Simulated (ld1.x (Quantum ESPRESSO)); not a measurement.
# copper: excitation energies, all-electron against TM

```
Element                 : copper
Generator               : ld1.x (Quantum ESPRESSO) 7.5
Type                    : norm-conserving Troullier–Martins (Kleinman–Bylander form)
Functional              : PBE
Relativity              : scalar-relativistic
Frozen core             : [Ne]
Valence charge          : 19
Reference configuration : 3s2 3p6 3d9 4s0 4p0 (charge +2)
Partial waves           : 3s (bound): rc 1.00 bohr; 3p (bound): rc 0.70 bohr; 3d (bound): rc 1.55 bohr
Local potential         : all-electron potential smoothed inside 0.65 bohr (lloc = -1)
Core correction         : a·sin(br)/r model core, default radius (core density twice the valence density)
```

Energies are relative to the spin-unpolarised reference configuration 3s2 3p6 3d9 4s0 4p0; without spin polarisation the order of configurations can differ from experiment.

```
valence configuration  charge  ΔE all-electron (eV)  error AE − PS (meV)
  3s2 3p6 3d8 4s0 4p0      +3                39.020                  +26
 3s2 3p6 3d10 4s0 4p1       0               -25.344                 -1.9
  3s2 3p6 3d7 4s0 4p0      +4                98.729                 +259
 3s1 3p6 3d10 4s1 4p0      +1                92.752                 +722
  3s2 3p6 3d9 4s2 4p0       0               -27.510                +1332
```

(1) What are ΔE and the potential's error for 3s2 3p6 3d10 4s0 4p0?

(2) What are ΔE and the potential's error for 3s2 3p6 3d10 4s1 4p0?

Results:

(1) ΔE = -21.332 eV all-electron; the error (AE − PS) is -5.3 meV.

(2) ΔE = -29.480 eV all-electron; the error (AE − PS) is +486 meV.
